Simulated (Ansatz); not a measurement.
System: HgBr2, charge 0, multiplicity 1. 
Coordinates optimised at B3LYP-D3(BJ)/def2-TZVP (Ansatz, an electronic-structure program):
```xyz
3

Hg     0.0000     0.0000     0.0000
Br     0.0000     0.0000     2.4249
Br     0.0000     0.0000    -2.4249
```
Charge 0, spin multiplicity 1.

Property: atomisation energy (electronic, to ground-state atoms), in eV. Correlated levels leave the core frozen unless marked. UHF or UKS for open shells. No spin-orbit coupling. Frozen are the shells of the preceding noble gas and the d and f shells that filled before the atom's block. Past Kr the def2 sets carry scalar-relativistic core potentials. The coupled-cluster limit lacks core correlation, which all-electron functionals hold. CBS marks a two-point X^-3 extrapolation of the correlation energy; Hartree-Fock from the larger set. [CCSD(T)-MP2]/basis is that difference in the basis named.

| level | program | atomisation energy (eV) |
|---|---|---|
| SVWN5/def2-TZVPD | Ansatz | 5.18 |
| BLYP-D3(BJ)/def2-TZVPD | Ansatz + dftd3 | 3.74 |
| BHLYP/def2-TZVPD | Ansatz | 3.65 |
| HSE06-D3(BJ)/def2-TZVPD | Ansatz + dftd3 | 4.19 |
| HSE06-D4/def2-TZVPD | Ansatz + dftd4 | 4.18 |
| HSE06/def2-TZVPD | Ansatz | 4.11 |
| RPA@PBE/def2-TZVPP | Ansatz | 2.94 |

Task: Predict the RI-MP2/CBS(def2-TZVPPD,def2-QZVPPD)+[CCSD(T)-MP2]/def2-TZVPPD result (Ansatz).

Result: 4.09 eV
